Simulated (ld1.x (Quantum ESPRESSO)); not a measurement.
## u(r) = r·R(r): atom against pseudo-atom (F (Z = 9))

Columns: radius, all-electron u(r) and pseudo u(r) of the 2s shell (level -29.65 eV) of fluorine in the configuration [He] 2s2 2p5; LDA (PZ), scalar-relativistic, PAW scheme, ld1.x (Quantum ESPRESSO) 7.5.

```json
{"r (bohr)": "0.068", "all-electron": "0.4327", "pseudo": "-0.1000"}
{"r (bohr)": "0.135", "all-electron": "0.3928", "pseudo": "-0.2026"}
{"r (bohr)": "0.202", "all-electron": "0.1707", "pseudo": "-0.3117"}
{"r (bohr)": "0.270", "all-electron": "-0.1040", "pseudo": "-0.4294"}
{"r (bohr)": "0.338", "all-electron": "-0.3641", "pseudo": "-0.5516"}
{"r (bohr)": "0.405", "all-electron": "-0.5800", "pseudo": "-0.6712"}
{"r (bohr)": "0.473", "all-electron": "-0.7506", "pseudo": "-0.7844"}
{"r (bohr)": "0.540", "all-electron": "-0.8722", "pseudo": "-0.8802"}
{"r (bohr)": "0.608", "all-electron": "-0.9540", "pseudo": "-0.9545"}
{"r (bohr)": "0.675", "all-electron": "-1.0003", "pseudo": "-1.0003"}
{"r (bohr)": "0.742", "all-electron": "-1.0193", "pseudo": "-1.0193"}
{"r (bohr)": "0.810", "all-electron": "-1.0169", "pseudo": "-1.0169"}
{"r (bohr)": "0.878", "all-electron": "-0.9981", "pseudo": "-0.9981"}
{"r (bohr)": "0.945", "all-electron": "-0.9678", "pseudo": "-0.9678"}
{"r (bohr)": "1.013", "all-electron": "-0.9288", "pseudo": "-0.9288"}
{"r (bohr)": "1.080", "all-electron": "-0.8849", "pseudo": "-0.8849"}
{"r (bohr)": "1.148", "all-electron": "-0.8371", "pseudo": "-0.8371"}
{"r (bohr)": "1.215", "all-electron": "-0.7884", "pseudo": "-0.7884"}
{"r (bohr)": "1.283", "all-electron": "-0.7386", "pseudo": "-0.7386"}
{"r (bohr)": "1.350", "all-electron": "-0.6900", "pseudo": "-0.6900"}
{"r (bohr)": "1.418", "all-electron": "-0.6420", "pseudo": "-0.6420"}
{"r (bohr)": "1.485", "all-electron": "-0.5963", "pseudo": "-0.5963"}
{"r (bohr)": "1.553", "all-electron": "-0.5520", "pseudo": "-0.5520"}
{"r (bohr)": "1.620", "all-electron": "-0.5106", "pseudo": "-0.5106"}
{"r (bohr)": "1.688", "all-electron": "-0.4709", "pseudo": "-0.4709"}
{"r (bohr)": "1.755", "all-electron": "-0.4341", "pseudo": "-0.4341"}
```

Task: How many radial nodes do the two functions have?

Result: The all-electron 2s function has n − l − 1 = 1; the pseudo-wave has 0, since the states of the same l below it are removed with the core.

Task: At about which radius was the pseudo-wave matched?

Result: 0.65 bohr, where the columns begin to agree (steps of 0.07 bohr).

Task: Is the pseudo-wave norm-conserving?

Result: No, it belongs to a PAW set: the norm inside the radius is not constrained, and the difference is carried by the augmentation charge.
